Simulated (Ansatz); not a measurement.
Ansatz (a quantum-chemistry and plane-wave program) job for BClBr2, SMILES ClB(Br)Br, PBE0-D3(BJ)/def2-SVP. 

Ansatz 0.2 input:
```yaml
crystal:
  periodic: [false, false, false]
  atoms:
    - {symbol: B, position_ang: [-0.00000000, -0.00000000, -0.41570891]}
    - {symbol: Cl, position_ang: [0.00000000, -0.00000000, -2.13927528]}
    - {symbol: Br, position_ang: [0.00000000, 1.61213380, 0.54923178]}
    - {symbol: Br, position_ang: [0.00000000, -1.61213380, 0.54923178]}
basis:
  gaussian:
    orbitals: def2-SVP
hamiltonian:
  xc: pbe0
  dispersion: d3bj
relax: {f_tol: 0.002, max_steps: 200}
```

Log of the run:

```
WARN ansatz: RAYON_NUM_THREADS=1 ignored (pool sized by the plan → 1); use --threads N
Functional definition: PBE0
integrals: 0.04 GiB planned
992 factors; integrals over basis functions are off by at most 3.8e-4 eV
mean field: 0.53 GiB planned
mean field evaluation 1: about -153251.8998 eV, gradient 8.0e0 eV
mean field evaluation 2: about -153251.9926 eV, gradient 4.6e0 eV
mean field evaluation 4: about -153252.0435 eV, gradient 4.3e-1 eV
mean field evaluation 8: about -153252.0703 eV, gradient 4.1e-2 eV
mean field -153252.07034659 eV, -5631.9097072530 hartree, gradient 2.5e-5 eV, S^2 0.000000; 0 other end points of the search recorded, 0 dependent functions left out
the calculation of the forces begins
reference -153252.07036661 eV, -5631.9097079886 hartree; 46, 46 occupied and 50, 50 virtual orbitals, 992 factors
relax step   1: F+E_penalty+E_count = -153252.20224578 eV  Δ(F+E_penalty+E_count) = +0.000e0 eV  max|allowed force component| = 5.494e-1 eV/Å  Δτ_max = 0.0000 Å  (26 SCF iters, accepted)
these checks for a lower state are left out or cut short: starts, cluster_reference, orbital_swaps, neighbouring_geometries, increment
integrals: 0.04 GiB planned
992 factors; integrals over basis functions are off by at most 3.7e-4 eV
mean field: 0.53 GiB planned
mean field evaluation 16: about -153252.0527 eV, gradient 2.6e0 eV
mean field -153252.08823597 eV, -5631.9103646757 hartree, gradient 6.2e-6 eV, S^2 0.000000; 0 other end points of the search recorded, 0 dependent functions left out
the calculation of the forces begins
reference -153252.08825601 eV, -5631.9103654121 hartree; 46, 46 occupied and 50, 50 virtual orbitals, 992 factors
relax step   2: F+E_penalty+E_count = -153252.21954503 eV  Δ(F+E_penalty+E_count) = -1.730e-2 eV  max|allowed force component| = 2.443e-1 eV/Å  Δτ_max = 0.0346 Å  (31 SCF iters, accepted)
these checks for a lower state are left out or cut short: starts, cluster_reference, orbital_swaps, neighbouring_geometries, increment
integrals: 0.04 GiB planned
992 factors; integrals over basis functions are off by at most 3.6e-4 eV
mean field: 0.53 GiB planned
mean field -153252.08997144 eV, -5631.9104284528 hartree, gradient 6.1e-6 eV, S^2 0.000000; 0 other end points of the search recorded, 0 dependent functions left out
the calculation of the forces begins
reference -153252.08999152 eV, -5631.9104291907 hartree; 46, 46 occupied and 50, 50 virtual orbitals, 992 factors
relax step   3: F+E_penalty+E_count = -153252.22109061 eV  Δ(F+E_penalty+E_count) = -1.546e-3 eV  max|allowed force component| = 3.756e-2 eV/Å  Δτ_max = 0.0097 Å  (31 SCF iters, accepted)
these checks for a lower state are left out or cut short: starts, cluster_reference, orbital_swaps, neighbouring_geometries, increment
integrals: 0.04 GiB planned
992 factors; integrals over basis functions are off by at most 3.5e-4 eV
mean field: 0.53 GiB planned
mean field evaluation 32: about -153252.0637 eV, gradient 1.8e-1 eV
mean field -153252.08999766 eV, -5631.9104294164 hartree, gradient 9.3e-6 eV, S^2 0.000000; 0 other end points of the search recorded, 0 dependent functions left out
the calculation of the forces begins
reference -153252.09001774 eV, -5631.9104301544 hartree; 46, 46 occupied and 50, 50 virtual orbitals, 992 factors
relax step   4: F+E_penalty+E_count = -153252.22111091 eV  Δ(F+E_penalty+E_count) = -2.030e-5 eV  max|allowed force component| = 1.281e-2 eV/Å  Δτ_max = 0.0005 Å  (23 SCF iters, accepted)
these checks for a lower state are left out or cut short: starts, cluster_reference, orbital_swaps, neighbouring_geometries, increment
integrals: 0.04 GiB planned
992 factors; integrals over basis functions are off by at most 3.5e-4 eV
mean field: 0.53 GiB planned
mean field -153252.08999831 eV, -5631.9104294405 hartree, gradient 4.7e-5 eV, S^2 0.000000; 0 other end points of the search recorded, 0 dependent functions left out
the calculation of the forces begins
reference -153252.09001839 eV, -5631.9104301785 hartree; 46, 46 occupied and 50, 50 virtual orbitals, 992 factors
relax step   5: F+E_penalty+E_count = -153252.22111353 eV  Δ(F+E_penalty+E_count) = -2.624e-6 eV  max|allowed force component| = 1.553e-3 eV/Å  Δτ_max = 0.0004 Å  (21 SCF iters, accepted)
integrals: 0.04 GiB planned
992 factors; integrals over basis functions are off by at most 3.5e-4 eV
mean field: 0.53 GiB planned
mean field -153252.08999831 eV, -5631.9104294405 hartree, gradient 4.7e-5 eV, S^2 0.000000; 1 other end points of the search recorded, 0 dependent functions left out
the calculation of the forces begins
reference -153252.09001839 eV, -5631.9104301785 hartree; 46, 46 occupied and 50, 50 virtual orbitals, 992 factors
Total energy: -153252.22113361 eV, -5631.9152485738 hartree
Atom 0 at    -0.000000    -0.000000    -0.404202 Å, force    -0.000000    -0.000000    -0.001553 eV/Å
Atom 1 at     0.000000     0.000000    -2.144083 Å, force     0.000000     0.000000     0.000168 eV/Å
Atom 2 at     0.000000     1.645325     0.545882 Å, force    -0.000000     0.000332     0.000692 eV/Å
Atom 3 at     0.000000    -1.645325     0.545882 Å, force     0.000000    -0.000332     0.000692 eV/Å
Dipole moment:     0.000000    -0.000000    -0.006513 e Å
```

Self-consistency was reached.
